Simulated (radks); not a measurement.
Results of a calculation; reference values are marked as such.
All-electron atom: P XIII in [He] 2s1 (the NIST ground configuration).

Code: a radial shooting solver on a logarithmic mesh with Libxc functionals. Model: non-relativistic Kohn-Sham, TPSS, spin-polarised, spherical densities, point nucleus; open shells are filled with parallel spins first; meta-GGA in the generalised Kohn-Sham scheme.

Energy parts (eV):
total: -6482.634
kinetic: 6481.092
electron-nucleus: -13359.218
Hartree: 682.439
exchange-correlation: -286.947

Orbitals (lengths in bohr, moments of r in powers of bohr; <r^-3> diverges for s and p1/2; r(90%) holds 90 % of the orbital's charge):
orbital  occ.  eigenvalue (eV)  r(90%)     <r>  <r^-3>    <r^2>
1s up       1        -2651.084   0.183  0.1028       -  0.01417
1s down     1        -2647.529   0.183  0.1029       -  0.01417
2s up       1        -590.3354   0.664  0.4360       -   0.2218

The highest occupied level is 2s up at -590.34 eV. Spin moment in Bohr magnetons: 1. For comparison, the ionisation energy in NIST's Atomic Spectra Database is 611.74 eV (theoretical). In exact Kohn-Sham theory the highest level is minus the ionisation energy, but local and semilocal functionals leave it too shallow, through self-interaction and a potential that decays too fast; potentials with the right tail come closer. Virial ratio -V/T = 2.00024. The electron density at the nucleus is 2160 e/bohr^3. The density falls to 0.001 e/bohr^3 at r = 1.12 bohr. Summed over all electrons, <r^2> = 0.2501 bohr^2, which gives a Langevin (diamagnetic) susceptibility term of -0.198 x 10^-6 cm^3/mol. The spin density at the nucleus is 110.8 e/bohr^3 (1s 1.9, 2s 108.9), a Fermi contact field of 5.81e+03 T.
